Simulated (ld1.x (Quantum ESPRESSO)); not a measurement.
**Transferability test, TM potential for Hf (Z = 72)**

ld1.x (Quantum ESPRESSO) 7.5 input, shortened:

```
&input
   title='Hf', zed=72., rel=2, dft='PZ', iswitch=3,
   config='[Xe] 4f14 5d2 6s2 6p0', rel_dist='average'
 /
 &inputp
   pseudotype=2, tm=.true., lloc=0,
   nlcc=.false.
 /
3
6P  2  1   0.00   0.00  3.25  3.25  0.0
5D  3  2   2.00   0.00  2.40  2.40  0.0
6S  1  0   2.00   0.00  2.50  2.50  0.0
 &test
   configts(1)='5d2 6s2 6p0'
 /
```

Open shells are filled in proportion to 2j + 1 (rel_dist='average').

Energies are relative to the spin-unpolarised reference configuration 5d2 6s2 6p0; without spin polarisation the order of configurations can differ from experiment.

| valence configuration | charge | ΔE all-electron (eV) | error AE − PS (meV) |
| --- | --- | --- | --- |
| 5d2 6s1 6p0 | +1 | 8.200 | +14 |
| 5d1 6s0 6p0 | +3 | 44.795 | +283 |
| 5d1 6s2 6p1 | 0 | 2.054 | +25 |
| 5d2 6s1 6p1 | 0 | 3.883 | +4.9 |
| 5d2 6s0 6p1 | +1 | 12.952 | +42 |
| 5d1 6s2 6p0 | +1 | 6.733 | +35 |

What are ΔE and the potential's error for 5d2 6s0 6p0?

ΔE = 22.701 eV all-electron; the error (AE − PS) is +92 meV.

Levels in the configuration 5d1 6s2 6p1:

```tsv
level	all-electron (eV)	pseudo (eV)
5d j=3/2	-5.519	-5.423
5d j=5/2	-4.975	-4.887
6s j=1/2	-6.719	-6.721
6p j=1/2	-2.753	-2.749
6p j=3/2	-2.222	-2.214
```
